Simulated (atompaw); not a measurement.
# Pseudopotential generation for iron (Fe): PAW (atompaw), LDA (PW92), scalar-relativistic.

The input file (atompaw 4.2.0.5):

```
Fe 26
LDA-PW scalarrelativistic loggrid 1500 logderivrange -7 5 301
4 4 3 0 0 0
4 0 1
4 1 0
3 2 6
0 0 0
c
c
c
v
c
v
v
v
3
2.70 2.45 2.10 1.85
y
2.95
n
n
y
-0.85
n
y
0.4
n
custom polynom gramschmidtortho besselshape
4 0.5 troulliermartins
2.70
2.70
1.50
1.35
1.20
1.20
2.50
PWSCFOUT
UPFDX 0.0125d0 UPFXMIN -7.d0 UPFZMESH 26.d0
END
```

Command:

```bash
atompaw < Fe.input > Fe.log
```

Output (summary file):

```
[... start of the log left out ...]
 PAW parameters:
       lmax =            3
         rc =    2.7129882783961059
        irc =         1092
   rc_shape =    2.4559485121371254
    rc_vloc =    2.1153157433524408
    rc_core =    1.8524002028615802
   Vloc: Norm-conserving Troullier-Martins with l= 4;e=   5.0000E-01
   Projector type: polynomial pseudization + Gram-Schmidt ortho.
   Bessel compensation charge shape zeroed at   2.4559E+00

 Number of basis functions     7
 No.   n  nodes  l      Energy         Cp coeff         Occ
  1    4    3    0   -0.9280620E+00  0.1000000E+01  0.1000000E+01
  2  999    4    0    0.2950000E+01  0.5722446E-01  0.0000000E+00
  3    3    1    1   -0.5037929E+01  0.1000000E+01  0.6000000E+01
  4    4    2    1   -0.5542558E+00  0.1460182E+00  0.0000000E+00
  5    3    0    2   -0.1196090E+01  0.1000000E+01  0.6000000E+01
  6  999    1    2   -0.8500000E+00 -0.1819986E-03  0.0000000E+00
  7  999    0    3    0.4000000E+00  0.1000000E+01  0.0000000E+00

 Eigenvalues of overlap operator (in the basis of projectors):
    1       -2.89094600E-02
    2        6.68926957E-02
    3        5.96662919E-01
    4        2.95486181E+00
    5        6.53684976E+00
    6        3.86450530E+01
    7        3.93672742E+03

The overlap operator has at least one negative eigenvalue!
It might be not positive definite...
Program is stopping.
This probably means that your projectors are too similar
or that your PAW basis is incomplete.
Advice: try to change your input parameters (f.i. : reference energies).
```

The run stopped because the overlap operator built from these waves and projectors is not positive definite.

The run took about 4.7 s on one core of a shared server CPU.
